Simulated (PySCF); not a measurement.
Vertical excitation energies

Compound: C₉H₇N.
Atom-mapped SMILES: `[N:1]#[C:2][c:3]1[cH:4][cH:5][c:6]2[c:7]([cH:8]1)[CH2:9][CH2:10]2` (hydrogens: H11 on C4; H12 on C5; H13 on C8; H14, H15 on C9; H16, H17 on C10)

Computed with TDDFT CAM-B3LYP/def2-SVPD, vertical, gas phase, core orbitals frozen in the response (PySCF). Isolated species at its PBE0-D3(BJ)/def2-SVP geometry, gas phase.

```json
{"state": "S1", "E (eV)": "5.11", "ν̃ (cm⁻¹)": "41200", "f": "0.041", "|μ| (D)": "1.46", "symmetry": "A′", "main configurations (H = HOMO, L = LUMO)": "H→L (31%), H-1→L (31%), H→L+1 (28%)"}
{"state": "S2", "E (eV)": "5.56", "ν̃ (cm⁻¹)": "44870", "f": "0.187", "|μ| (D)": "2.98", "symmetry": "A′", "main configurations (H = HOMO, L = LUMO)": "H→L (55%), H→L+1 (19%), H-1→L (18%)"}
{"state": "S3", "E (eV)": "6.52", "ν̃ (cm⁻¹)": "52600", "f": "0.466", "|μ| (D)": "4.34", "symmetry": "A′", "main configurations (H = HOMO, L = LUMO)": "H→L+1 (49%), H-1→L (44%)"}
{"state": "S4", "E (eV)": "6.67", "ν̃ (cm⁻¹)": "53810", "f": "0.0001", "|μ| (D)": "0.07", "symmetry": "–", "main configurations (H = HOMO, L = LUMO)": "H-2→L (81%)"}
{"state": "S5", "E (eV)": "6.71", "ν̃ (cm⁻¹)": "54120", "f": "0.618", "|μ| (D)": "4.93", "symmetry": "A′", "main configurations (H = HOMO, L = LUMO)": "H-1→L+1 (80%), H→L (9%)"}
{"state": "S6", "E (eV)": "6.99", "ν̃ (cm⁻¹)": "56390", "f": "0.0009", "|μ| (D)": "0.18", "symmetry": "–", "main configurations (H = HOMO, L = LUMO)": "H→L+5 (39%), H-3→L (22%), H-2→L (10%)"}
{"state": "S7", "E (eV)": "7.08", "ν̃ (cm⁻¹)": "57070", "f": "0.0006", "|μ| (D)": "0.15", "symmetry": "–", "main configurations (H = HOMO, L = LUMO)": "H-3→L (48%), H→L+2 (29%)"}
{"state": "S8", "E (eV)": "7.12", "ν̃ (cm⁻¹)": "57400", "f": "0.0017", "|μ| (D)": "0.25", "symmetry": "–", "main configurations (H = HOMO, L = LUMO)": "H→L+2 (47%), H→L+5 (16%), H-3→L (12%)"}
{"state": "S9", "E (eV)": "7.40", "ν̃ (cm⁻¹)": "59670", "f": "0.0045", "|μ| (D)": "0.40", "symmetry": "A″", "main configurations (H = HOMO, L = LUMO)": "H-2→L+1 (49%), H-3→L+1 (42%)"}
{"state": "S10", "E (eV)": "7.49", "ν̃ (cm⁻¹)": "60430", "f": "0.0020", "|μ| (D)": "0.27", "symmetry": "A″", "main configurations (H = HOMO, L = LUMO)": "H-1→L+2 (60%), H-5→L (12%), H→L+3 (11%)"}
```

Triplets (Tamm–Dancoff): T1 3.70 eV, H→L (71%), H-1→L+1 (9%); T2 4.43 eV, H-1→L (52%), H-1→L+1 (24%), H→L (20%); T3 4.56 eV, H→L+1 (52%), H-1→L (25%), H-1→L+1 (15%); T4 5.00 eV, H-1→L+1 (46%), H→L+1 (36%), H-1→L (13%).

The lowest singlet comes at 243 nm (493 kJ/mol) in the ultraviolet; it is of moderate strength; its leading configuration is HOMO→LUMO (31%). The most intense listed level is S5 at 6.71 eV (185 nm, f = 0.618), 1.60 eV above S1. Löwdin shares by element: HOMO carbon 60% or more (atoms not listed hold the other 40%); LUMO carbon 47% or more, nitrogen 11% (atoms not listed hold the other 43%). Of the 10 states listed, 4 reach f = 0.01 and 1 stays under 0.0005. The listed states span 2.38 eV, and the widest gap between neighbours is 0.96 eV (S2 to S3). The oscillator strengths of these states sum to 1.321; summed over the whole spectrum of an exact calculation they would give the number of electrons, 68 (Thomas–Reiche–Kuhn). The vertical ionisation energy (ΔSCF) is 9.21 eV, 1.72 eV above S10. Symmetry labels in Cs follow from the direction of the transition dipole and are given only for states with f of 0.002 or more. Only the lowest 10 singlets were computed, as vertical energies without vibronic structure.
